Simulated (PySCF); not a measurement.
All values below come from PBE-D3(BJ)/def2-TZVP // B3LYP-D3(BJ)/def2-TZVP in PySCF 2.14.0. All species are isolated molecules in the gas phase. 

Reference species (SMILES): `[Si](F)(F)F` (neutral, multiplicity 2).

```yaml
dipole_moment: 1.03 D
```

Changed species: `F[SiH2]` (radical fragment; the reference has radical fragment).

Task: Give the shifts of the dipole moment.

Result: the dipole moment goes up by 0.10 D, to 1.13 D.
